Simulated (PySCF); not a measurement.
# Assigning NMR signals

Structure with atom numbers: `[CH3:1][CH2:2][O:3][CH2:4][CH2:5][C:6]([F:7])([F:8])[F:9]`; H(Xn) means a hydrogen on atom n.

[PySCF 2.14.0 with density-fitted response routines: shieldings: GIAO PBE0/pcSseg-1; geometry from GFN2-xTB; one conformer; isolated molecule; non-relativistic Hamiltonian; averaged over atoms made equivalent by symmetry, fast rotation or ring inversion]

References, each an isolated molecule treated in the same way: ¹³C (186.93 ppm), ¹H (31.72 ppm) vs TMS.

Question: Assign these signals to the numbered atoms. ¹³C{¹H} NMR (computed): δ 134.9, 70.8, 66.7, 39.6, 15.7.

Answer: 
134.9 → C6, CF3 carbon: 3 electronegative neighbours deshield it
70.8 → C2, sp3 CH2 bonded to O: deshielded by the electronegative neighbour
66.7 → C4, sp3 CH2 bonded to O
39.6 → C5, sp3 CH2: aliphatic region, no heteroatom directly attached
15.7 → C1, methyl carbon: a saturated carbon with 1 carbon neighbour and no heteroatom attached

Question: Assign these signals to the numbered atoms. ¹H NMR (400 MHz, computed): δ 3.90 (q, 2H), 3.73 (t, 2H), 2.45 (m, 2H), 1.25 (t, 3H).

Answer: 
```tsv
δ (ppm)	atoms	environment	reason
3.90	H(C2)	hydrogen on an sp3 CH2 bonded to O	its carbon carries O, which withdraws density
3.73	H(C4)	hydrogen on an sp3 CH2 bonded to O	–
2.45	H(C5)	hydrogen on an sp3 CH2	–
1.25	H(C1)	hydrogen on a methyl carbon	–
```

Splittings by ¹⁹F in the carbon and heteronuclear signals aren't shown, as no couplings were computed. Shifts are as computed. Against solution values, carbons near 30 ppm lie about +3 ppm off and those near 130 ppm about +5 ppm. Of 1211 compounds with measured shifts, 218 miss one by over three times the rms of a fit or turn the order of signals round; such compounds aren't used in these exercises. Multiplicities follow the n + 1 count of equivalent neighbours, as no J values were calculated; m marks all less simple cases, F and P coupling included.
